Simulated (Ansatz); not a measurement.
Ansatz (a first-principles code) input (CCSD(T)/def2-QZVPPD):
A basis named .json is the Basis Set Exchange file of that set.

Ansatz 0.2 input:
```yaml
crystal:
  periodic: [false, false, false]
  atoms:
    - {symbol: Ge, position_ang: [-0.00000000, -0.00000000, -1.62366072]}
    - {symbol: Te, position_ang: [0.00000000, 0.00000000, 0.99917583]}
basis:
  gaussian:
    orbitals: def2-QZVPPD.json
magnetization: {spin_polarized: true, initial_magnetization: 2}
correlation: {method: ccsd_t, electrons: outside_noble_gas}
```

End of the output:

```
determinant -63740.00017139 eV, -2342.4018017748 hartree, with singles and doubles -63745.99218759 eV, -2342.6220043085 hartree
determinant -63739.25325032 eV, -2342.3743529318 hartree, with singles and doubles -63745.47076843 eV, -2342.6028425080 hartree
determinant -63738.07137098 eV, -2342.3309196671 hartree, with singles and doubles -63743.60601756 eV, -2342.5343141775 hartree
determinant -63737.91898768 eV, -2342.3253196841 hartree, with singles and doubles -63743.40581762 eV, -2342.5269569651 hartree
determinant -63737.28539043 eV, -2342.3020354146 hartree, with singles and doubles -63743.24707139 eV, -2342.5211231490 hartree
determinant -63737.14949231 eV, -2342.2970412506 hartree, with singles and doubles -63743.46867248 eV, -2342.5292668389 hartree
determinant -63740.27009151 eV, -2342.4117211562 hartree, with singles and doubles -63746.12028371 eV, -2342.6267117542 hartree
determinant -63740.00017139 eV, -2342.4018017748 hartree, with singles and doubles -63745.87157992 eV, -2342.6175720584 hartree
23 core orbitals not correlated
reference -63740.27009151 eV, -2342.4117211562 hartree; 6, 4 occupied and 157, 159 virtual orbitals, 1229 factors
second order -5.11897785 eV of doubles, -0.00000000 eV of singles
coupled cluster: 2.21 GiB planned
cycle   1  -5.85019206 eV  change    1.4e-7 eV  update   3.0e-6
perturbative correction -0.32653470 eV, -0.0119999287 hartree
Total energy: -63746.44681827 eV, -2342.6387116777 hartree
```

This is an excited triplet: at this geometry the singlet lies 1.66 eV lower at CCSD(T)/CBS(def2-TZVPPD,def2-QZVPPD).
